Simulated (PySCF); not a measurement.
Gas-phase reaction: Ti(OH)₄ = TiO₂ + 2 H₂O

Computed with PySCF and rigid-rotor harmonic-oscillator thermochemistry at 1 bar. † marks an energy on the PBE0/def2-TZVP geometry and frequencies; other levels use their own. MP2 freezes the core. 6-31G* has spherical d functions here. All species are closed-shell singlets. B3LYP is the form with VWN-RPA correlation. Ti(OH)₄: computed as isolated molecules; such fragments, hydroxides, amides, oligomers or adducts are transient or little studied in the gas. MP2 isn't extrapolated to the basis-set limit; its ΔH°(298 K) is 435.2 kJ in def2-SVP and 413.1 kJ in def2-TZVPP. The harmonic model lacks anharmonicity and excited electronic states, which grow with temperature; levels with a mode under 35 cm⁻¹ are left out.

ΔH° and ΔS° at 298 K: B3LYP/def2-TZVP† 509 kJ, 269 J/K; HF/6-31G* 625 kJ, 261 J/K; MP2/def2-SVP† 435 kJ, 269 J/K; PBE/def2-SVP 519 kJ, 272 J/K.

Task: With the heat capacities included, give log10 K (1 bar) at 500, 1000, 1200, 1600, 1800 K from B3LYP/def2-TZVP†, HF/6-31G*, MP2/def2-SVP†, PBE/def2-SVP.

Result: 
```
T (K)  B3LYP/def2-TZVP†  HF/6-31G*  MP2/def2-SVP†  PBE/def2-SVP
-----  ----------------  ---------  -------------  ------------
500               -39.3      -51.8          -31.6         -40.2
1000              -13.5      -19.9           -9.6         -13.8
1200               -9.3      -14.7           -6.1          -9.6
1600               -4.2       -8.4           -1.8          -4.3
1800               -2.5       -6.3           -0.4          -2.6
```
